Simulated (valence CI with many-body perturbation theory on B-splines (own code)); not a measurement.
Energy levels of Sm56+

Computed by configuration interaction combined with many-body perturbation theory (CI+MBPT): four valence electrons over a frozen Dirac-Fock core [He], radial functions for each j: 11 s, 11 p, 10 d, 8 f, 5 g, 2 h, with the one-electron correlation potential Σ1, the two-electron term Σ2, the three-electron term Σ3, Breit, model QED; selected CI, second order for the rest, scaled by the run's own slope (own B-spline code, finite nucleus).

The last digits are not significant, and no measured levels were compared; by estimate large intervals hold to a few tenths of a per cent, small ones and those within an open d or f shell to about a per cent. Among the levels kept, up to 900 cm⁻¹ of a level comes from second order outside the variational space, and about a tenth of that is noise between levels of different J, which matters for small intervals.

Levels 136 to 180 of 208, with energies above the lowest level, (2s^2 2p1/2^2) J=0. "Leading %" is the weight of the configuration and term that name the level; weights of strongly mixed levels are sums over their largest components and can fall short, so below about 35 % the name and the second component can differ from the true leading terms, or belong to a minority configuration. In the jj column 3d3/2^4 stands for four electrons in 3d with j = 3/2. Lifetimes count E1, E2, E3, M1 and M2 decay at the calculated energies, and are blank where another channel may lead or the interval is too uncertain; long ones can be off by a factor of two.

```
No.  Configuration  Term  J  E (eV)  Leading %    Second component      g  Lifetime                  Leading jj
136      2s.2p2.3p   3D°  3  8469.4         43  19 % 2s.2p2.3p 5D°  1.295   5.27 fs     2s 2p3/2^2 3p1/2 (99 %)
137      2s.2p2.3s    3S  1  8469.5         68   15 % 2s.2p2.3s 3P  1.940   11.3 fs        2s 2p3/2^2 3s (99 %)
138      2s.2p2.3s    1P  1  8475.6         44   29 % 2s.2p2.3s 3D  0.983   6.49 fs        2s 2p3/2^2 3s (99 %)
139      2s.2p2.3s    3P  2  8478.1         63   17 % 2s.2p2.3s 1D  1.366   23.0 fs        2s 2p3/2^2 3s (99 %)
140      2s.2p2.3s    1S  0  8494.0         69   31 % 2s.2p2.3s 3P          16.0 fs        2s 2p3/2^2 3s (99 %)
141      2s.2p2.3p   3P°  0  8553.9         80  14 % 2s.2p2.3p 5D°           367 fs     2s 2p3/2^2 3p1/2 (99 %)
142      2s.2p2.3p   3P°  1  8554.2         33  18 % 2s.2p2.3p 3S°  1.301   5.04 fs     2s 2p3/2^2 3p1/2 (98 %)
143      2s.2p2.3p   3P°  1  8554.7         50  21 % 2s.2p2.3p 1P°  1.303   5.51 fs     2s 2p3/2^2 3p1/2 (98 %)
144      2s.2p2.3p   3D°  2  8556.5         33  21 % 2s.2p2.3p 1D°  1.055   8.54 fs     2s 2p3/2^2 3p1/2 (98 %)
145      2s.2p2.3p   3D°  3  8635.7         45  28 % 2s.2p2.3p 5P°  1.376   8.40 fs     2s 2p3/2^2 3p3/2 (88 %)
146         2p3.3s   3S°  1  8637.1         22     16 % 2p3.3s 3D°  1.436   5.20 fs     2s 2p3/2^2 3p3/2 (60 %)
147      2s.2p2.3p   5D°  4  8638.1         60  40 % 2s.2p2.3p 3F°  1.380    651 fs     2s 2p3/2^2 3p3/2 (99 %)
148         2p3.3s   5S°  2  8641.3         46     21 % 2p3.3s 3D°  1.529   14.6 fs     2p1/2 2p3/2^2 3s (85 %)
149         2p3.3s   3D°  2  8665.5         38     22 % 2p3.3s 1D°  1.222   6.60 fs     2p1/2 2p3/2^2 3s (65 %)
150         2p3.3s   3S°  1  8668.6         32     28 % 2p3.3s 3D°  1.391   5.62 fs     2p1/2 2p3/2^2 3s (60 %)
151         2p3.3s   3D°  3  8669.0         82   7 % 2s.2p2.3p 3D°  1.320   29.2 fs     2p1/2 2p3/2^2 3s (82 %)
152         2p3.3s   1D°  2  8690.1         36  17 % 2s.2p2.3p 3P°  1.224   5.36 fs     2s 2p3/2^2 3p3/2 (51 %)
153         2p3.3p    5P  1  8702.9         34      16 % 2p3.3p 3D  1.690   1.26 fs  2p1/2 2p3/2^2 3p1/2 (72 %)
154         2p3.3s   3P°  1  8706.9         48     25 % 2p3.3s 1P°  1.277   7.98 fs     2p1/2 2p3/2^2 3s (74 %)
155         2p3.3p    3F  2  8707.4         17   12 % 2s.2p2.3d 5D  1.288   1.15 fs  2p1/2 2p3/2^2 3p1/2 (51 %)
156         2p3.3s   3P°  0  8714.7         98                              17.8 fs     2p1/2 2p3/2^2 3s (98 %)
157      2s.2p2.3d    5D  3  8715.1         22   15 % 2s.2p2.3d 3F  1.252   1.17 fs     2s 2p3/2^2 3d3/2 (77 %)
158      2s.2p2.3d    3F  4  8723.5         37   25 % 2s.2p2.3d 5F  1.217   1.43 fs     2s 2p3/2^2 3d3/2 (94 %)
159      2s.2p2.3p   3P°  0  8726.2         60  38 % 2s.2p2.3p 1S°           141 fs     2s 2p3/2^2 3p3/2 (98 %)
160         2p3.3p    3F  2  8727.0         18   13 % 2s.2p2.3d 5P  1.300   5.41 fs     2s 2p3/2^2 3d3/2 (50 %)
161      2s.2p2.3d    5P  1  8727.6         29   16 % 2s.2p2.3d 3P  1.755   3.17 fs     2s 2p3/2^2 3d3/2 (71 %)
162      2s.2p2.3p   3P°  2  8731.9         72   6 % 2s.2p2.3p 5D°  1.418   28.9 fs     2s 2p3/2^2 3p3/2 (99 %)
163      2s.2p2.3p   3D°  3  8732.7         61  14 % 2s.2p2.3p 3F°  1.250   5.55 fs     2s 2p3/2^2 3p3/2 (94 %)
164         2p3.3p    3F  3  8735.7         35      27 % 2p3.3p 1F  1.133   4.27 fs  2p1/2 2p3/2^2 3p1/2 (80 %)
165      2s.2p2.3p   3P°  2  8742.0         45  24 % 2s.2p2.3p 1D°  1.340   54.1 fs     2s 2p3/2^2 3p3/2 (99 %)
166      2s.2p2.3p   1P°  1  8747.8         39     17 % 2p3.3s 3P°  1.197   4.57 fs     2s 2p3/2^2 3p3/2 (75 %)
167      2s.2p2.3d    5F  5  8751.3         60   40 % 2s.2p2.3d 3G  1.302   2.19 ps     2s 2p3/2^2 3d5/2 (99 %)
168      2s.2p2.3d    3F  4  8754.8         55   28 % 2s.2p2.3d 5D  1.276   71.4 fs     2s 2p3/2^2 3d5/2 (95 %)
169         2p3.3p    3P  2  8765.4         51      21 % 2p3.3p 1D  1.308   3.46 fs  2p1/2 2p3/2^2 3p1/2 (98 %)
170      2s.2p2.3d    3P  0  8767.8         77   12 % 2s.2p2.3d 1S          3.53 fs     2s 2p3/2^2 3d5/2 (86 %)
171      2s.2p2.3p   1P°  1  8768.4         36  24 % 2s.2p2.3p 3S°  1.204   10.2 fs     2s 2p3/2^2 3p3/2 (97 %)
172         2p3.3p    3D  1  8772.0         57      17 % 2p3.3p 1P  0.694   1.49 fs  2p1/2 2p3/2^2 3p1/2 (76 %)
173      2s.2p2.3d    3P  1  8781.4         28   22 % 2s.2p2.3d 3D  1.324   1.69 fs     2s 2p3/2^2 3d5/2 (80 %)
174      2s.2p2.3d    3D  3  8783.5         39   18 % 2s.2p2.3d 3F  1.198   1.55 fs     2s 2p3/2^2 3d5/2 (86 %)
175      2s.2p2.3d    3P  2  8789.7         37   16 % 2s.2p2.3d 3D  1.277   1.30 fs     2s 2p3/2^2 3d5/2 (84 %)
176      2s.2p2.3d    3D  1  8805.4         41   26 % 2s.2p2.3d 1P  0.791   2.01 fs     2s 2p3/2^2 3d3/2 (79 %)
177      2s.2p2.3d    3F  2  8809.6         36   24 % 2s.2p2.3d 3D  1.006   1.20 fs     2s 2p3/2^2 3d3/2 (94 %)
178      2s.2p2.3d    3F  3  8811.9         33   31 % 2s.2p2.3d 1F  1.020   1.55 fs     2s 2p3/2^2 3d3/2 (90 %)
179      2s.2p2.3d    3D  2  8815.6         57   19 % 2s.2p2.3d 1D  1.121   1.21 fs     2s 2p3/2^2 3d3/2 (83 %)
180         2p3.3p    3P  0  8816.5         62      34 % 2p3.3p 1S          3.09 fs  2p1/2 2p3/2^2 3p1/2 (96 %)
```

Where two levels of one J and parity lie close, their mixing, g and order are uncertain.
